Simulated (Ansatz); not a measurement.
Conformers of BH₄O₂Si (`O[B]O[SiH3]`) radical, each relaxed with PBE0-D4/def2-TZVP in Ansatz. CBS adds the triple-zeta coupled-cluster correction to the MP2 limit.

Not all of them had a frequency check.

Conformer A:

```xyz
8

O     0.162   -1.316   -1.852
B     0.483   -0.016   -1.717
O     0.380    0.745   -0.613
Si   -0.104    0.612    0.962
H    -0.182   -1.740   -1.053
H    -1.219    1.558    1.195
H    -0.566   -0.777    1.241
H     1.046    0.933    1.837
```

Conformer B:

```xyz
8

O    -1.708    1.939    0.274
B    -1.122    0.833   -0.207
O     0.018    0.295    0.278
Si    0.827   -1.061   -0.241
H    -1.234    2.333    1.020
H     1.995   -1.209    0.657
H    -0.052   -2.251   -0.138
H     1.276   -0.881   -1.642
```

**Question.** Which is lowest in electronic energy at CCSD(T)/CBS (frozen core, def2 sets), and by how much? (Estimate.)

**Answer.** The calculation gave: B; A lies 12.5 kJ/mol higher.

**Question.** Give the energies relative to B (kJ/mol) with PBE0-D4/def2-TZVPP, ωB97X-V/def2-TZVPP, B3LYP/def2-TZVPP, CCSD(T)/def2-TZVPP, CCSD(T)/def2-QZVPP, MP2/CBS(def2), CCSD/CBS(def2). (Best estimate.)

**Answer.** Computed: 
```tsv
level	A
PBE0-D4/def2-TZVPP	11.3
ωB97X-V/def2-TZVPP	13.2
B3LYP/def2-TZVPP	12.3
CCSD(T)/def2-TZVPP	14.0
CCSD(T)/def2-QZVPP	12.8
MP2/CBS(def2)	12.1
CCSD/CBS(def2)	12.4
```

B3LYP here is the variant with VWN-RPA as its local correlation; programs differ in this.
